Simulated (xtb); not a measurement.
Job for xtb: GFN2-xTB on GaH6N (a complex), monomers drawn apart or pushed together.

```
$ xtb mol.xyz --gfn 2 --sp --chrg 0 --uhf 0
8

Ga     0.47028930    -0.36793714     0.77091002
H      0.08717462    -1.90124178     0.83917580
H     -0.28102932     0.54110830    -0.28343333
H      1.92853494     0.05567303     1.21425464
N     -0.75393101     0.39103896     2.82296177
H     -1.74725867     0.20479254     2.73574076
H     -0.40973783    -0.09455344     3.64437971
H     -0.62803231     1.38739087     2.96588344
```

The log:

```
[...]
           -------------------------------------------------
          |                Calculation Setup                |
           -------------------------------------------------



molecular fragmentation (1/2 indicates fragments):
11112222
# atoms in fragment 1/2:     4     4
 fragment masses (1/2) :       72.75       17.03
CMA distance (Bohr)    :   4.875
constraining FC (au)   :  0.0500

           -------------------------------------------------
          |                 G F N 2 - x T B                 |
           -------------------------------------------------

        Reference                      10.1021/acs.jctc.8b01176
      * Hamiltonian:
        H0-scaling (s, p, d)           1.850000    2.230000    2.230000
        zeta-weighting                 0.500000
      * Dispersion:
        s8                             2.700000
        a1                             0.520000
        a2                             5.000000
        s9                             5.000000
      * Repulsion:
        kExp                           1.500000    1.000000
        rExp                           1.000000
      * Coulomb:
        alpha                          2.000000
        third order                    shell-resolved
        anisotropic                    true
        a3                             3.000000
        a5                             4.000000
        cn-shift                       1.200000
        cn-exp                         4.000000
        max-rad                        5.000000


          ...................................................
          :                      SETUP                      :
          :.................................................:
          :  # basis functions                  20          :
          :  # atomic orbitals                  19          :
          :  # shells                           11          :
          :  # electrons                        14          :
          :  max. iterations                   250          :
          :  Hamiltonian                  GFN2-xTB          :
          :  restarted?                      false          :
          :  GBSA solvation                  false          :
          :  PC potential                    false          :
          :  electronic temp.          300.0000000     K    :
          :  accuracy                    1.0000000          :
          :  -> integral cutoff          0.2500000E+02      :
          :  -> integral neglect         0.1000000E-07      :
          :  -> SCF convergence          0.1000000E-05 Eh   :
          :  -> wf. convergence          0.1000000E-03 e    :
          :  Broyden damping             0.4000000          :
          :  net charge                          0          :
          :  unpaired electrons                  0          :
          ...................................................

 iter      E             dE          RMSdq      gap      omega  full diag
   1     -7.0795018 -0.707950E+01  0.604E+00    5.58       0.0  T
   2     -7.2083217 -0.128820E+00  0.802E+00    6.98       1.0  T
   3     -7.2103997 -0.207798E-02  0.708E+00    6.92       1.0  T
   4     -7.2131458 -0.274612E-02  0.133E+00    6.65       1.0  T
   5     -7.2131591 -0.133220E-04  0.162E-01    6.64       1.0  T
   6     -7.2131722 -0.130731E-04  0.320E-02    6.65       1.1  T
   7     -7.2131737 -0.149861E-05  0.120E-02    6.66       3.0  T
   8     -7.2131738 -0.129464E-06  0.653E-03    6.65       5.4  T
   9     -7.2131739 -0.265737E-07  0.946E-04    6.65      37.4  T
  10     -7.2131739 -0.261522E-08  0.811E-04    6.65      43.6  T

   *** convergence criteria satisfied after 10 iterations ***

         #    Occupation            Energy/Eh            Energy/eV
      -------------------------------------------------------------
         1        2.0000           -0.6631675             -18.0457
         2        2.0000           -0.5702151             -15.5163
         3        2.0000           -0.5702136             -15.5163
         4        2.0000           -0.5391240             -14.6703
         5        2.0000           -0.4645827             -12.6419
         6        2.0000           -0.3986246             -10.8471
         7        2.0000           -0.3986237             -10.8471 (HOMO)
         8                         -0.1540956              -4.1932 (LUMO)
         9                         -0.1222494              -3.3266
        10                         -0.0842612              -2.2929
        11                         -0.0842586              -2.2928
        12                         -0.0067177              -0.1828
       ...                                ...                  ...
        19                          1.1089761              30.1768
      -------------------------------------------------------------
                  HL-Gap            0.2445281 Eh            6.6539 eV
             Fermi-level           -0.2763597 Eh           -7.5201 eV

 SCC (total)                   0 d,  0 h,  0 min,  0.005 sec
 SCC setup                      ...        0 min,  0.000 sec (  2.849%)
 Dispersion                     ...        0 min,  0.000 sec (  1.258%)
 classical contributions        ...        0 min,  0.000 sec (  0.638%)
 integral evaluation            ...        0 min,  0.001 sec ( 14.708%)
 iterations                     ...        0 min,  0.003 sec ( 53.215%)
 molecular gradient             ...        0 min,  0.001 sec ( 24.195%)
 printout                       ...        0 min,  0.000 sec (  2.833%)

         :::::::::::::::::::::::::::::::::::::::::::::::::::::
         ::                     SUMMARY                     ::
         :::::::::::::::::::::::::::::::::::::::::::::::::::::
         :: total energy              -7.147870378679 Eh    ::
         :: gradient norm              0.020757858496 Eh/a0 ::
         :: HOMO-LUMO gap              6.653948255254 eV    ::
         ::.................................................::
         :: SCC energy                -7.213172463046 Eh    ::
         :: -> isotropic ES            0.025007299336 Eh    ::
         :: -> anisotropic ES          0.006441642450 Eh    ::
         :: -> anisotropic XC          0.004156242370 Eh    ::
         :: -> dispersion             -0.002854933640 Eh    ::
         :: repulsion energy           0.065302084367 Eh    ::
         :: add. restraining           0.000000000000 Eh    ::
         :: total charge              -0.000000000000 e     ::
         :::::::::::::::::::::::::::::::::::::::::::::::::::::

           -------------------------------------------------
          |                Property Printout                |
           -------------------------------------------------

    * Orbital Energies and Occupations

         #    Occupation            Energy/Eh            Energy/eV
      -------------------------------------------------------------
         1        2.0000           -0.6631675             -18.0457
         2        2.0000           -0.5702151             -15.5163
         3        2.0000           -0.5702136             -15.5163
         4        2.0000           -0.5391240             -14.6703
         5        2.0000           -0.4645827             -12.6419
         6        2.0000           -0.3986246             -10.8471
         7        2.0000           -0.3986237             -10.8471 (HOMO)
         8                         -0.1540956              -4.1932 (LUMO)
         9                         -0.1222494              -3.3266
        10                         -0.0842612              -2.2929
        11                         -0.0842586              -2.2928
        12                         -0.0067177              -0.1828
        13                         -0.0067153              -0.1827
Note: The following floating-point exceptions are signalling: IEEE_UNDERFLOW_FLAG IEEE_DENORMAL
normal termination of xtb
        14                          0.0298015               0.8109
        15                          0.1692675               4.6060
        16                          0.1692690               4.6060
        17                          0.7166883              19.5021
        18                          1.1089577              30.1763
        19                          1.1089761              30.1768
      -------------------------------------------------------------
                  HL-Gap            0.2445281 Eh            6.6539 eV
             Fermi-level           -0.2763597 Eh           -7.5201 eV

     #   Z          covCN         q      C6AA      α(0)
     1  31 Ga       3.000     0.033   217.930    33.106
     2   1 H        0.896    -0.103     5.665     3.724
     3   1 H        0.896    -0.103     5.666     3.725
     4   1 H        0.896    -0.103     5.666     3.725
     5   7 N        2.892    -0.322    28.278     7.898
     6   1 H        0.860     0.199     1.112     1.652
     7   1 H        0.860     0.199     1.112     1.652
     8   1 H        0.860     0.199     1.112     1.652

 Mol. C6AA /au·bohr⁶  :        898.151653
 Mol. C8AA /au·bohr⁸  :      46180.714689
 Mol. α(0) /au        :         57.132114


Wiberg/Mayer (AO) data.
largest (>0.10) Wiberg bond orders for each atom

 ---------------------------------------------------------------------------
     #   Z sym  total        # sym  WBO       # sym  WBO       # sym  WBO
 ---------------------------------------------------------------------------
     1  31 Ga   2.902 --     2 H    0.815     4 H    0.815     3 H    0.815
                             5 N    0.416
     2   1 H    0.989 --     1 Ga   0.815
     3   1 H    0.989 --     1 Ga   0.815
     4   1 H    0.989 --     1 Ga   0.815
     5   7 N    3.298 --     7 H    0.946     6 H    0.946     8 H    0.946
                             1 Ga   0.416
     6   1 H    0.960 --     5 N    0.946
     7   1 H    0.960 --     5 N    0.946
     8   1 H    0.960 --     5 N    0.946
 ---------------------------------------------------------------------------

Topologies differ in total number of bonds
Writing topology from bond orders to xtbtopo.mol

molecular dipole:
                 x           y           z       tot (Debye)
 q only:       -0.894       0.554       1.499
   full:       -1.011       0.627       1.695       5.263
molecular quadrupole (traceless):
                xx          xy          yy          xz          yz          zz
 q only:       -4.893      -0.675      -5.995      -6.299       3.581      10.888
  q+dip:       -5.618      -0.895      -6.995      -7.480       4.271      12.613
   full:       -5.948      -1.409      -7.836      -8.869       5.131      13.783


           -------------------------------------------------
          | TOTAL ENERGY               -7.147870378679 Eh   |
          | GRADIENT NORM               0.020757858496 Eh/α |
          | HOMO-LUMO GAP               6.653948255254 eV   |
           -------------------------------------------------

------------------------------------------------------------------------
------------------------------------------------------------------------
 total:
 SCF:
```

The run finished.

Cost: about 0.06 core-seconds (a rough figure).
